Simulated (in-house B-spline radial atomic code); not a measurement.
Inner levels of mercury as electrons are removed. A shift is the extra binding of the orbital against the neutral atom ([Xe] 4f14 5d10 6s2). The density at the nucleus is averaged over the nuclear charge. Computed with a B-spline radial code for spherical atoms: Dirac-Hartree-Fock, average of the configuration, finite nuclei.

```tsv
ion	configuration	shift of 1s1/2 (eV)	radius of 1s1/2 (bohr)	Σ<r²> (bohr²)	change of density at nucleus (bohr⁻³)
Hg73+	[He] 2s2 2p3	8194.86	0.016543	0.024974	-73007.6
Hg74+	[He] 2s2 2p2	8733.46	0.016533	0.020306	-72701.2
Hg75+	[He] 2s2 2p1	?	?	?	?
Hg76+	[He] 2s2	?	?	?	?
Hg77+	[He] 2s1	10328.2	0.01651	0.0059824	-212257
Hg78+	1s2	10833.9	0.016503	0.0007525	-354802
Hg79+	1s1	12407.1	0.01641	0.00037185	-1.21977e+06
```

(1) Fill in the row of Hg75+.

(2) Fill in the row of Hg76+.

## Answers

(1) shift of 1s1/2 (eV): 9277.19; radius of 1s1/2 (bohr): 0.016522; Σ<r²> (bohr²): 0.015749; change of density at nucleus (bohr⁻³): -72437.9.

(2) shift of 1s1/2 (eV): 9826.04; radius of 1s1/2 (bohr): 0.016512; Σ<r²> (bohr²): 0.011298; change of density at nucleus (bohr⁻³): -72219.3.
